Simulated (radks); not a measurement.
All-electron atom: the chlorine ion Cl3+ in [Ne] 3s1 3p3 (not the ground configuration). All-electron calculation, scalar-relativistic Kohn-Sham, PBE, spin-polarised, spherical densities, finite nucleus; open shells are filled with parallel spins first; Fermi nuclear charge, rms radius 3.3654 fm. Program: a radial shooting solver on a logarithmic mesh with Libxc functionals.

Normalised radial functions P(r) = r R(r), r in bohr:

```
   r/bohr * 2p down (the largest magnitude, 1.52, reaches the edge; | marks zero)
 0.005981 *
 0.008573 *
  0.01219 |*
  0.01733 | *
  0.02465 |  *
  0.03505 |    *
  0.05023 |         *
  0.07142 |               *
   0.1016 |                         *
   0.1444 |                                     *
   0.2053 |                                                *
    0.292 |                                                      *
   0.4185 |                                                 *
    0.595 |                                  *
   0.8461 |                *
    1.203 |    *
    1.711 |*
    2.452 *
    3.486 *
    4.957 *
```

2p down: eigenvalue -236.32 eV, 0 radial nodes, <r> = 0.405 bohr, 90 % of the charge inside 0.672 bohr.
